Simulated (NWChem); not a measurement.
Species: C₂H₂BF₃; SMILES C=C(F)B(F)F

```xyz
8

C     -1.2457     1.4447     0.0000
C     -0.0878     0.7798     0.0000
F      1.0839     1.4643     0.0000
B      0.0451    -0.7700     0.0000
F      1.2259    -1.3624     0.0000
F     -1.0428    -1.5289     0.0000
H     -2.1804     0.8957     0.0000
H     -1.2840     2.5298     0.0000
```
Atoms are numbered in this order, from 1.

Results from NWChem. Pople sets run with spherical d functions. Structure relaxed at the B3LYP/6-31G* (spherical d) level. Atomic charges in e: unrestrained fits to the electrostatic potential beside Mulliken populations; buried atoms are poorly determined by the fit.

Predict the results for Hartree-Fock/6-31G*. Quantities: ESP C1; Mulliken C1; ESP C2; Mulliken C2; ESP F3; Mulliken F3; ESP B4; Mulliken B4; ESP F5; Mulliken F5; relative RMS misfit of the potential (%).


| Item | Value |
|---|---|
| ESP C1 | -0.42 |
| Mulliken C1 | -0.44 |
| ESP C2 | 0.11 |
| Mulliken C2 | 0.28 |
| ESP F3 | -0.23 |
| Mulliken F3 | -0.45 |
| ESP B4 | 0.80 |
| Mulliken B4 | 0.92 |
| ESP F5 | -0.32 |
| Mulliken F5 | -0.37 |
| relative RMS misfit of the potential (%) | 23 |
